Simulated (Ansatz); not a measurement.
Ansatz results at the PBE0-D4/def2-TZVP geometry: HOMO–LUMO gap (PBE/def2-TZVPP) 4.78 eV; HOMO–LUMO gap (PBE0/def2-TZVPP) 6.98 eV; LUMO energy (PBE0/def2-TZVPP) -1.64 eV.

Each molecule was computed in one conformer, which needn't be the lowest.

Task: Which molecule gave them?
A. `[NH2][InH][Br]`
B. `C[CH2][InH][CH](C)C`
C. `[F][In]([O][SiH3])[O][SiH3]`
D. `C[CH2][In]([F])[F]`

Result: D. The others give `C[CH2][InH][CH](C)C`: 3.33, 5.14, -1.27; `[NH2][InH][Br]`: 4.16, 6.19, -1.27; `[F][In]([O][SiH3])[O][SiH3]`: 3.62, 5.96, -2.79.
